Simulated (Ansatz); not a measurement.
One elementary step

Start structure (CH$_{4}$BrIn, singlet), relaxed at PBE0-D4/def2-TZVP:

In1  (-0.459, -0.787, -0.584)
Br2  (1.441, -1.573, -2.004)
H3  (-1.894, -1.661, -0.898)
C4  (0.137, 0.801, 0.709)
H5  (-0.697, 1.178, 1.299)
H6  (0.920, 0.434, 1.374)
H7  (0.553, 1.607, 0.103)
(Å)

The step: CH₄BrIn ([CH3][InH][Br]) → CH₃In ([CH3][In]) + HBr; bonds formed: Br2–H3; bonds broken: In1–Br2, In1–H3. Computed with Ansatz 0.2.0 (basis: def2-TZVPP and def2-QZVPP); correlated methods freeze the cores. Filled d shells of the heavier atoms are correlated. Core potentials replace the inner electrons of the atoms past krypton. The def2 sets are not built for correlating such inner shells, so the correlated values are less sure here. Extrapolation: Hartree–Fock as exp(−7.88 √X), correlation as X^−2.97. Energies below are by CCSD(T) at an estimated basis limit (MP2 extrapolated from triple and quadruple zeta, plus CCSD(T) − MP2 in triple zeta).

(1) What are the electronic barrier and the energy of the step, from the start structure to the end structure? (Judge from chemistry; the value comes from the calculation.)

The T1 diagnostic stays at or below 0.015. The restricted Hartree–Fock reference is unstable towards an unrestricted one at one or more of these structures.

## Answers

(1) The calculation gives: Barrier 180.3 kJ/mol; step energy 132.0 kJ/mol (uphill); reverse barrier, their difference, 48.2 kJ/mol. Barrier and step energy count from the start structure, the reverse barrier from the end structure.

The saddle point: One imaginary mode of 747i cm⁻¹.
| pair | start (Å) | saddle (Å) | end (Å) |
| --- | --- | --- | --- |
| Br2–H3 | 3.52 | 1.85 | 1.46 |
| In1–Br2 | 2.50 | 2.95 | 4.01 |
| In1–H3 | 1.71 | 1.80 | 2.55 |

Zero-point energy (harmonic, PBE0-D4): ZPE is 110.9 kJ/mol at the start and 104.2 kJ/mol at the saddle, so the barrier goes from 180.3 to 173.6 kJ/mol.

Labels in which every atom is bracketed show which atoms are joined, not bond orders.

For scale, one of the runs: CCSD(T)/def2-TZVPP, 185 basis functions (an equivalent command: `ansatz run in.yaml --threads 4`). Hardware: 4 CPU threads, shared host. Wall time 66 s; peak host memory 2.1 GiB.
